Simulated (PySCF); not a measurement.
C2H5OS, SMILES [CH2]S(C)=O, multiplicity 2.

Coordinates come from a PBE0-D3(BJ)/def2-SVP optimisation. The isomer is the one that the SMILES or the coordinates give; other isomers of the formula were not compared.

These are PBE0-D3(BJ)/def2-SVP in PySCF values and carry that method's errors.

Frequencies are harmonic and unscaled.

```tsv
mode	ν (cm⁻¹)	IR (km/mol)	moving atoms (share of kinetic energy)
1	197	3.1	H 89 %
2	213	0.8	H 96 %
3	273	3.4	C 40 %, H 34 %, S 18 %
4	320	12.0	O 40 %, H 22 %, C 21 %, S 17 %
5	347	2.3	H 36 %, O 30 %, S 20 %, C 14 %
6	543	64.5	H 64 %, C 31 %
7	653	19.8	C 54 %, S 26 %, H 19 %
8	722	0.6	C 58 %, S 21 %, H 19 %
9	857	0.7	H 69 %, C 19 %, S 9 %
10	933	10.3	H 69 %, C 20 %
11	953	1.6	H 75 %, C 21 %
12	1154	126.6	O 60 %, S 36 %
13	1287	6.3	H 83 %, C 17 %
14	1346	4.9	H 86 %, C 13 %
15	1416	9.6	H 96 %
16	1435	9.5	H 95 %
17	3069	3.2	H 98 %
18	3158	1.9	H 96 %
19	3204	0.2	H 90 %, C 10 %
20	3211	0.3	H 90 %, C 10 %
21	3305	2.4	H 89 %, C 11 %
```
